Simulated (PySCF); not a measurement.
GeClI, SMILES [Cl][Ge][I] (connectivity only; charge and spin as stated), neutral, multiplicity 1. The structure is a stationary point at B3LYP-D3(BJ)/def2-TZVP. The def2 effective core potentials stand for the cores of I; spin–orbit coupling is left out.

These are B3LYP-D3(BJ)/def2-TZVP (PySCF 2.14.0) values and carry that method's errors.

Harmonic wavenumbers (cm⁻¹): 112, 228, 379. Rotational constants (GHz): 5.719, 1.029, 0.8722; symmetry number 1.

Q: Work out the zero-point energy and the ideal-gas rigid-rotor harmonic-oscillator thermochemistry at 298.15 K and 1 atm.

A: ZPE = ½ Σ hcν = ½ × 719 cm⁻¹ = 1.03 kcal/mol. H − E(el) = 4.38 kcal/mol. Entropy in cal/(mol K): translation 42.26, rotation 28.53, vibration 6.17, total 76.96. G − E(el) = -18.57 kcal/mol. Cp = 13.20 cal/(mol K). Modes under 150 cm⁻¹ make the vibrational entropy uncertain.
